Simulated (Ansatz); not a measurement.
Species: H₂AlF₂N, SMILES `[NH2][Al]([F])[F]` (charge 0, multiplicity 1).

Task: Give a relaxed geometry from B3LYP-D3(BJ)/def2-TZVP (Ansatz, a quantum-chemistry and plane-wave program).

Result: the end point of this relaxation (outside a Z-matrix the atoms follow the SMILES, hydrogens last).
Cartesian coordinates (Å) in one orientation:
```xyz
6

N     -0.964    -0.012     0.032
Al     0.784     0.010    -0.026
F      1.610     1.428     0.088
F      1.637    -1.386    -0.198
H     -1.541     0.806     0.136
H     -1.526    -0.846    -0.032
```
